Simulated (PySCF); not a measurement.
Xe: ionisation energy

Xe [Xe] (1S) → Xe⁺ [Kr] 4d10 5s2 5p5 (2P), as a difference of total energies. Calculation: PySCF 2.14, in x2c-SVPall (6s5p3d, 36 functions); the spin-free X2C one-electron Hamiltonian (Gaussian nucleus). Correlated levels: valence: [Kr] 4d10 frozen. The calculations carry no spin-orbit coupling.

| method | ionisation energy (eV) |
| --- | --- |
| UHF | 11.591 |
| MN15 | 12.313 |
| TPSS | 12.452 |
| MP2 (valence) | 12.212 |
| SCS-MP2 (valence) | 12.149 |

Estimate what CCSD (valence) gives.

12.145 eV, closest to SCS-MP2 (valence) among the rows shown.

Estimate what CCSD(T) (valence) gives.

12.147 eV, closest to SCS-MP2 (valence) among the rows shown.

Errors of the correlated levels include the incompleteness of this basis and the frozen core.

For comparison: 12.565 eV (measured; NIST levels, between the centres of gravity of the two terms).
